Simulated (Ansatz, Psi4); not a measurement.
Intermolecular potential of H2Ge ··· H2O (SMILES [GeH2] and O). Monomers: optimised at B3LYP-D3(BJ) (def2-TZVP), held rigid. Orientation: lowest of the rigid-body minima from ten starts at GFN2-xTB. Only R, the distance of the centres of mass, is varied, so the lowest point isn't the relaxed dimer.

- PBE/def2-TZVP, counterpoise-corrected (Psi4)
- RHF/aug-cc-pVDZ, counterpoise-corrected (Ansatz, a program for electronic structure)
- CCSD(T)/aug-cc-pVDZ = CCSD(T) on RHF/aug-cc-pVDZ, cores with 3d frozen, counterpoise-corrected (Ansatz)

Interaction energies in kJ/mol:

| R / Å | PBE/def2-TZVP | RHF/aug-cc-pVDZ |
|---|---|---|
| 2.18 | -56.81 | -22.94 |
| 2.41 | -60.84 | -33.11 |
| 2.59 | -54.62 | -31.90 |
| 2.83 | -43.15 | -26.59 |
| 3.08 | -31.91 | -20.56 |
| 3.42 | -20.31 | -13.93 |
| 3.90 | -10.66 | -8.02 |
| 4.59 | -4.56 | -3.89 |
| 5.57 | -1.64 | -1.65 |
| 6.90 | -0.62 | -0.65 |

Task: What does CCSD(T)/aug-cc-pVDZ give at the same points?

Result: 2.18: -34.83; 2.41: -44.51; 2.59: -41.63; 2.83: -33.78; 3.08: -25.52; 3.42: -16.82; 3.90: -9.33; 4.59: -4.31; 5.57: -1.74; 6.90: -0.67 (kJ/mol).
